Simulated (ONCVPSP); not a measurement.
## What one change does to a pseudopotential (Mo (Z = 42), ONCV)

Mo (Z = 42), optimised norm-conserving Vanderbilt (ONCV), made with ONCVPSP 4.0.1 (PBE, fully relativistic). Core [Ar] 3d10, reference 4s2 4p6 4d5 5s1. Waves: 4s+5s: rc 1.95 bohr, ncon 3, nbas 6, qcut 7.6 1/bohr, 2 projectors; 4p: rc 1.50 bohr, ncon 4, nbas 7, qcut 11.1 1/bohr, 3 projectors, debl 3.7 Ha; 4d: rc 1.50 bohr, ncon 5, nbas 8, qcut 6.1 1/bohr, local. Local part: the d channel. Core correction: Teter function, fcfact 5.25, rcfact 1.5.

Open shells are filled in proportion to 2j + 1.

Change: s: qcut 9; p: qcut 13.2; d: qcut 7.3.

Cutoffs: the cutoffs (Ha) at which the residual kinetic energy of the hardest occupied pseudo-wave falls to 1 and 0.1 mHa per electron; they do not see the model core or the augmentation charge, which bear on the density cutoff. Errors are all-electron minus pseudo energies relative to the spin-unpolarised reference configuration.

Problem. How do hardness, ghosts and transferability respond?

Solution. The potential gets neither clearly harder nor softer (34 Ha and 72 Ha → 40 Ha and 49 Ha); of the 4 tests that both files solve, the error grows in 0 and shrinks in 2 by more than 15 % and 0.3 meV (median size 2.1 → 1.7 meV); neither file shows a bound ghost. In the base the local d channel has no projectors, so it cannot carry the spin–orbit splitting, and the file is wrong for that shell. In the changed file the local d channel has no projectors, so it cannot carry the spin–orbit splitting, and the file is wrong for that shell.

| quantity | base | changed |
| --- | --- | --- |
| cutoff, loose | 34 Ha | 40 Ha |
| cutoff, tight | 72 Ha | 49 Ha |
| loose cutoff by channel | s 16 Ha, p 34 Ha, d 21 Ha | s 17 Ha, p 40 Ha, d 21 Ha |
| bound ghosts | none | none |
| GHOST(+) flags under 300 eV | none | none |
| largest miss of a reference level, eV | 0.12 | 0.12 |
| error for 4s2 4p6 4d5 5s0, meV [ΔE 6.89 eV] | -1.3 | -1.0 |
| error for 4s2 4p6 4d4 5s0, meV [ΔE 22.35 eV] | +0.3 | +0.4 |
| error for 4s2 4p6 4d3 5s0, meV [ΔE 49.09 eV] | +4.4 | +4.7 |
| error for 4s2 4p6 4d6 5s0, meV [ΔE 0.76 eV] | -3.0 | -2.5 |
| s: phases at 1.98 bohr within 0.05 rad from the reference energy up to (Ha; the scan ends near 5) | to the end of the scan | to the end of the scan |
| p3/2: phases at 1.53 bohr within 0.05 rad from the reference energy up to (Ha; the scan ends near 5) | to the end of the scan | to the end of the scan |
| p1/2: phases at 1.53 bohr within 0.05 rad from the reference energy up to (Ha; the scan ends near 5) | to the end of the scan | to the end of the scan |
| d5/2: phases at 1.53 bohr within 0.05 rad from the reference energy up to (Ha; the scan ends near 5) | to the end of the scan | to the end of the scan |
| d3/2: phases at 1.53 bohr within 0.05 rad from the reference energy up to (Ha; the scan ends near 5) | to the end of the scan | to the end of the scan |
| rms error of d²Exc/dni dnj with the model core, mHa | 2.73 | 2.78 |
